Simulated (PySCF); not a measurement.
Job for PySCF: R-BP86/6-31G* on BF3 (SMILES FB(F)F).

```python
from pyscf import gto, scf, dft, mp
from pyscf.data.elements import chemcore

mol = gto.M(
    atom='''
    F     1.05791979   -0.78438271    0.30186759
    B     0.02946766    0.02507244    0.57220025
    F     0.21096397    1.34710422    0.36965325
    F    -1.21322866   -0.46047264    0.36873772
    ''',
    basis='6-31g*',
    cart=True,
    charge=0, spin=0, verbose=3, max_memory=1800)
mf = dft.RKS(mol, xc='b88,p86')
mf.conv_tol = 1e-8
mf.max_cycle = 100
mf.kernel()
if not mf.converged:
    mf = mf.newton().run(mf.mo_coeff, mf.mo_occ)
```

It printed:

```
converged SCF energy = -324.522249701997
```

The calculation finished and met its thresholds.

Cost: very roughly 1.9 core-seconds.
